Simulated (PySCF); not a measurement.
Species: C6H7P.
Atom-mapped SMILES: `[PH2:1][c:2]1[cH:3][cH:4][cH:5][cH:6][cH:7]1` (hydrogens: H8, H9 on P1; H10 on C3; H11 on C4; H12 on C5; H13 on C6; H14 on C7)

Computed with PySCF, PBE0-D3(BJ)/def2-SVP geometry optimisation, gas phase.

What internal coordinates does the optimisation give?

| bond | length (Å) |
| --- | --- |
| P1–C2 | 1.839 |
| C2–C3, C2–C7 | 1.401 |
| C3–C4, C6–C7 | 1.393 |
| C4–C5, C5–C6 | 1.394 |
| P1–H8, P1–H9 | 1.428 |
| C3–H10, C7–H14 | 1.094 |
| C4–H11, C6–H13 | 1.093 |
| C5–H12 | 1.092 |

Bonds in one row agree within 0.01 Å and their mean is given. A selection of angles:
| angle | degrees |
| --- | --- |
| C2–P1–H8 | 97.3 |
| H8–P1–H9 | 93.6 |
| P1–C2–C3 | 120.6 |
| P1–C2–C7 | 120.5 |
| C3–C2–C7 | 118.6 |
| C2–C3–C4 | 120.7 |
| C2–C3–H10 | 120.0 |
| C4–C3–H10 | 119.3 |
| C3–C4–C5 | 120.3 |
| C3–C4–H11 | 119.6 |
| C5–C4–H11 | 120.1 |
| C4–C5–C6 | 119.5 |
| C4–C5–H12 | 120.3 |

P1 (phosphine phosphorus) is pyramidal (angles 97.3°, 97.3° and 93.6°, sum 288.1°, 0.79 Å off the plane of its three neighbours). The 6-membered ring C2–C3–C4–C5–C6–C7 has internal angles of 118.6° to 120.7°; it is planar, 0.00 Å rms from its mean plane, widest ring torsion 1°.

Point group: Cs (every atom within 0.08 Å of its image). No frequency check. The numbers are those of one conformer (H–P1–C2–C3 140° and 45°).
